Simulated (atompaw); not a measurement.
How hard is this boron PAW (atompaw) potential?

- Element: boron
- Generator: atompaw 4.2.0.5
- Type: PAW
- Functional: LDA (PW92)
- Relativity: non-relativistic
- Frozen core: [He]
- Valence charge: 3
- Reference configuration: 2s2 2p1
- Partial waves: 2s (bound): rc 3.00 bohr; 2s channel at 0.25 Ry: rc 3.00 bohr; 2p (bound): rc 3.00 bohr; 2p channel at 2.05 Ry: rc 3.00 bohr
- Local potential: troulliermartins scheme with l = 2 at 1 Ry, radius 2.40 bohr
- Core correction: smooth core density matched at 2.35 bohr
- Augmentation charge: sinc compensation charge, radius 2.75 bohr; PAW radius 3.00 bohr; waves and projectors: custom rrkj gramschmidtortho

The pseudo-atom Hamiltonian at the reference potential is diagonalised in spherical Bessel functions j_l(qr) that vanish at 20 bohr, with q² up to the cutoff. All-electron valence levels (Ry): 2s -0.6894, 2p -0.2732.

Task: How do the lowest levels (Ry) of each channel move with the cutoff, and are there ghosts?

Result:

```
cutoff (Ry)     s #1     p #1    p #2    d #1    d #2    f #1  Σ f·Δε (mRy)
          8  -0.6893  -0.2730  0.0317  0.0679  0.1626  0.1139           0.3
         10  -0.6894  -0.2731  0.0317  0.0679  0.1626  0.1139           0.1
         12  -0.6894  -0.2731  0.0317  0.0679  0.1626  0.1139           0.1
        400  -0.6894  -0.2732  0.0317  0.0679  0.1626  0.1139           0.0
```

Result: no extra level below or beside the all-electron valence levels (s, p, d, f tested); 10 mRy is reached at 6 Ry and 1 mRy at 8 Ry.
